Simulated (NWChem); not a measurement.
System meant: SiHSI, singlet; SMILES S[Si]I

Input file for NWChem:

```
start job
memory heap 200 mb stack 900 mb global 1100 mb
geometry units angstroms noautoz
  Si     1.096702    -1.113319    -0.001045
  I     -0.110391     1.063987     0.001025
  S     -0.628397    -2.388705    -0.001670
  H      0.108111    -3.526601    -0.002354
end
basis spherical
  Si library def2-svp
  I library def2-svp
  S library def2-svp
  H library def2-svp
end
dft
  xc xpbe96 cpbe96
  iterations 150
  mulliken
end
task dft energy
```

End of the output:

```
             Grid Information
             ----------------
          Grid used for XC integration:  medium
          Radial quadrature: Mura-Knowles
          Angular quadrature: Lebedev.
          Tag              B.-S. Rad. Rad. Pts. Rad. Cut. Ang. Pts.
          ---              ---------- --------- --------- ---------
          Si                  1.10       88           9.0       590
          I                   1.40      123          12.0       590
          S                   1.00       88          10.0       590
          H                   0.35       45          12.0       434
          Grid pruning is: on
          Number of quadrature shells:   344
          Spatial weights used:  Erf1

          Convergence Information
          -----------------------
          Convergence aids based upon iterative change in
          total energy or number of iterations.
          Levelshifting, if invoked, occurs when the
          HOMO/LUMO gap drops below (HL_TOL):  1.00D-02
          DIIS, if invoked, will attempt to extrapolate
          using up to (NFOCK): 10 stored Fock matrices.

                    Damping( 0%)  Levelshifting(0.5)       DIIS
                  --------------- ------------------- ---------------
          dE  on:    start            ASAP                start
          dE off:    2 iters        150 iters           150 iters

      Screening Tolerance Information
      -------------------------------
          Density screening/tol_rho:  1.00D-10
          AO Gaussian exp screening on grid/accAOfunc:  14
          CD Gaussian exp screening on grid/accCDfunc:  20
          XC Gaussian exp screening on grid/accXCfunc:  20
          Schwarz screening/accCoul:  1.00D-08

      Superposition of Atomic Density Guess
      -------------------------------------

      charge =      53.0 I (Iodine)

      symmetry species            s     p     d     f
      number of basis functions =10     7     6
      number of cont. functions = 4     4     2
      number of closed shells   = 5     3     2
      number of open shells     = 0     1     0
      open shell occupation     = 0     5     0
 ------------------------------------------------------------------------
 atomscf:atomd: error in atom scf                   0
 ------------------------------------------------------------------------
 ------------------------------------------------------------------------
  current input line :
    20: task dft energy
 ------------------------------------------------------------------------
 ------------------------------------------------------------------------
 This error has not yet been assigned to a category
 ------------------------------------------------------------------------
 For more information see the NWChem manual at https://nwchemgit.github.io

0:atomscf:atomd: error in atom scf:Received an Error in Communication
```

Problem. Can this run be used? If not, why, and what is the fix?

Solution. The run crashed. Cause: the def2 basis of a heavy element holds valence functions alone and wants its effective core potential (without it all electrons must fit into that basis). This input runs:
```
start job
memory heap 200 mb stack 900 mb global 1100 mb
geometry units angstroms noautoz
  Si     1.096702    -1.113319    -0.001045
  I     -0.110391     1.063987     0.001025
  S     -0.628397    -2.388705    -0.001670
  H      0.108111    -3.526601    -0.002354
end
basis spherical
  Si library def2-svp
  I library def2-svp
  S library def2-svp
  H library def2-svp
end
ecp
  I library def2-ecp
end
dft
  xc xpbe96 cpbe96
  iterations 150
  mulliken
end
task dft energy
```
It converges to -985.48040 Ha (PBE/def2-SVP with def2 effective core potentials on I).
